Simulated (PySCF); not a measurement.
SMILES C=CCCc1cccs1, singlet at its GFN2-xTB optimised geometry (Å):

```
19

C     -1.3653    -3.2646     3.2535
C     -1.3407    -2.1882     2.4911
C     -2.3036    -1.9175     1.3803
C     -1.5790    -1.7919     0.0272
C     -0.6480    -0.6302     0.0000
C      0.7112    -0.6302     0.0000
C      1.2712     0.6690     0.0000
C      0.3280     1.6415     0.0034
S     -1.2656     0.9930     0.0047
H     -0.6495    -3.4242     4.0419
H     -2.1111    -4.0327     3.1254
H     -0.5810    -1.4312     2.6373
H     -2.8317    -0.9800     1.5777
H     -3.0387    -2.7218     1.3200
H     -1.0112    -2.7051    -0.1642
H     -2.3290    -1.6805    -0.7602
H      1.2994    -1.5309    -0.0004
H      2.3290     0.8630    -0.0015
H      0.4600     2.7051     0.0058
```

Method: CAM-B3LYP/def2-SVP in PySCF. Cells within 0.4 Å of a nucleus heavier than hydrogen are left out (blank, or x).

Map of the HOMO amplitude (bohr^(-3/2)) on the plane z = 1.5 Å; orbital energy -7.74 eV, overall sign arbitrary:

```
|4444444444444444444444444|
|4444444444444444444444444|
|4444444444444444444444444|
|4444444444555555444444444|
|4444444445555555554444444|
|4444444445556665555444444|
|4444444445567776655444444|
|4444444445678987665544444|
|4444444445679998765544444|
|4444444444568998765554444|
|4444444333456788765554444|
|4444444332234567665554444|
|4444444321112345555544444|
|4444444321000123444444444|
|4444444432000012344444444|
|4444445653211123344444444|
|444433xx75322233444444444|
|444331xx75433334444444444|
|4443212454433444444444444|
|4443223444444444444444444|
|4444334444444444444444444|
|4444444444444444444444444|
|4444444444444444444444444|
|4444444444444444444444444|
|4444444444444444444444444|
```
Scale: ten equal steps from -0.039 (start of '0') to 0.041 (end of '9'), in the order '0123456789'; x runs from -5.00 to 5.00, y from -5.00 (bottom) to 5.00 (top).
